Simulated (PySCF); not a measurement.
Strontium: a sound run and one with changed settings

Sound run: Sr [Kr] 5s2, Sr⁺ [Kr] 5s1. All numbers are calculated (PySCF 2.14, the spin-free X2C one-electron Hamiltonian (Gaussian nucleus), in x2c-SVPall (6s4p5d1f, 50 functions)). The sound run starts from symmetry-adapted Hartree-Fock orbitals and uses a fine grid where one is needed.

Changed run: 6 angular points. This setting is unsound on purpose.

```json
{"species": "Sr", "method": "UHF", "sound run (hartree)": "-3177.02417", "changed run (hartree)": "-3177.02417", "converged": "yes"}
{"species": "Sr", "method": "TPSS", "sound run (hartree)": "-3178.81255", "changed run (hartree)": "-3182.73915", "converged": "yes"}
{"species": "Sr", "method": "B3LYP", "sound run (hartree)": "-3178.98638", "changed run (hartree)": "-3181.25145", "converged": "yes"}
{"species": "Sr⁺", "method": "UHF", "sound run (hartree)": "-3176.84871", "changed run (hartree)": "-3176.84871", "converged": "yes"}
{"species": "Sr⁺", "method": "TPSS", "sound run (hartree)": "-3178.60420", "changed run (hartree)": "-3182.50758", "converged": "yes"}
{"species": "Sr⁺", "method": "B3LYP", "sound run (hartree)": "-3178.77124", "changed run (hartree)": "-3181.01449", "converged": "yes"}
```

Ionisation energy of Sr:

```
method  sound run (eV)  changed run (eV)
   UHF           4.774             4.774
```

A coarse angular grid integrates products of high-l functions wrongly, so density functionals can shift, and the SCF can exploit the error; Hartree-Fock and MP2 need no grid.

For comparison, NIST gives 5.695 eV between the lowest levels.
